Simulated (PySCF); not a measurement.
## Correlation energy of As²⁺ (arsenic, charge +2)

[Ar] 3d10 4s2 4p1, 2P determinant. Computed with PySCF 2.14 in jorge-DZP-DKH (8s6p2d1f, 43 functions), with the spin-free X2C one-electron Hamiltonian (Gaussian nucleus). Frozen: [Ar] 3d10; 3 electrons correlated.

MP2 pair energies summed by pair of shells (mhartree):

| pair | energy | share (%) |
| --- | --- | --- |
| 4s-4s | -18.83 | 72.6 |
| 4s-4p | -7.12 | 27.4 |

Total MP2 correlation energy: -25.94 mhartree.

Same-spin part -1.12 and opposite-spin part -24.83 mhartree; SCS-MP2 scales them by 1/3 and 6/5 to -30.17 mhartree.

```json
{"level": "CCSD", "correlation energy (mhartree)": "-37.02"}
{"level": "(T)", "correlation energy (mhartree)": "-0.14"}
{"level": "CCSD(T)", "correlation energy (mhartree)": "-37.16"}
```

Diagnostics: T1 = 0.0039, D1 = 0.0072, largest double amplitude 0.099.

Cost of the coupled-cluster step: 0.25 s of wall time on 1 thread of Neoverse-V2 (shared host), for 3 correlated electrons.
